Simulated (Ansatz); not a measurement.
Job for Ansatz (an electronic-structure program): U-CCSD(T)/cc-pV(T+d)Z on PN, a point of a bond scan (R = 3.410 Å). Files ending in .json are basis or fitting sets from the Basis Set Exchange.

Ansatz 0.2 input:
```yaml
crystal:
  periodic: [false, false, false]
  atoms:
    - {symbol: P, position_ang: [-0.00000000, -0.00000000, -0.47178081]}
    - {symbol: N, position_ang: [0.00000000, 0.00000000, 2.93852050]}
basis:
  gaussian:
    orbitals: cc-pV_T+d_Z.json
correlation: {method: ccsd_t, electrons: outside_noble_gas}
scf: {omitted_lower_state_checks: [cluster_reference]}
magnetization: {spin_polarized: true, initial_magnetization: 0}
```

It printed:

```
Functional definition: HF
[...]
these checks for a lower state are left out or cut short: cluster_reference
integrals: 0.06 GiB planned
410 factors; integrals over basis functions are off by at most 7.6e-4 eV
mean field: 0.10 GiB planned
mean field evaluation 1: about -10692.0412 eV, gradient 6.7e1 eV
mean field evaluation 2: about -10692.0404 eV, gradient 6.7e1 eV
mean field evaluation 4: about -10682.2267 eV, gradient 7.1e1 eV
mean field evaluation 8: about -10738.0646 eV, gradient 1.4e1 eV
mean field evaluation 16: about -10740.6107 eV, gradient 1.4e-3 eV
mean field evaluation 32: about -10749.3913 eV, gradient 5.0e-2 eV
mean field evaluation 64: about -10751.6460 eV, gradient 6.9e-1 eV
mean field evaluation 96: about -10736.0079 eV, gradient 7.5e0 eV
mean field -10751.66960958 eV, -395.1165704087 hartree, gradient 1.6e-6 eV, S^2 2.990592; 3 other end points of the search recorded, 0 dependent functions left out
6 core orbitals not correlated
reference -10751.66960958 eV, -395.1165704087 hartree; 5, 5 occupied and 58, 58 virtual orbitals, 410 factors
second order -4.91709974 eV of doubles, -0.00000000 eV of singles
coupled cluster: 0.17 GiB planned
cycle   1  -5.63046765 eV  change   -7.1e-1 eV  update   5.3e-2
cycle   2  -5.82345800 eV  change   -1.9e-1 eV  update   1.7e-2
cycle   3  -5.83549722 eV  change   -1.2e-2 eV  update   4.5e-3
cycle   4  -5.83611644 eV  change   -6.2e-4 eV  update   1.7e-3
cycle   5  -5.83617276 eV  change   -5.6e-5 eV  update   1.2e-3
cycle   6  -5.83630696 eV  change   -1.3e-4 eV  update   7.2e-4
cycle   7  -5.83646062 eV  change   -1.5e-4 eV  update   4.1e-4
cycle   8  -5.83651257 eV  change   -5.2e-5 eV  update   2.9e-4
cycle   9  -5.83643875 eV  change    7.4e-5 eV  update   1.7e-4
cycle  10  -5.83649689 eV  change   -5.8e-5 eV  update   1.1e-4
cycle  11  -5.83652173 eV  change   -2.5e-5 eV  update   7.2e-5
cycle  12  -5.83652451 eV  change   -2.8e-6 eV  update   4.4e-5
cycle  13  -5.83649733 eV  change    2.7e-5 eV  update   2.6e-5
cycle  14  -5.83649322 eV  change    4.1e-6 eV  update   1.4e-5
cycle  15  -5.83649570 eV  change   -2.5e-6 eV  update   1.1e-5
coupled cluster: 0.17 GiB planned
perturbative correction -0.17211665 eV, -0.0063251701 hartree
Total energy: -10757.67822193 eV, -395.3373828396 hartree
Checks for a lower state left out: cluster_reference
```

The calculation finished and met its thresholds. Its determinant has ⟨S²⟩ = 2.99, a mixture of spin states.

Cost: about 4 core-seconds (a rough figure).
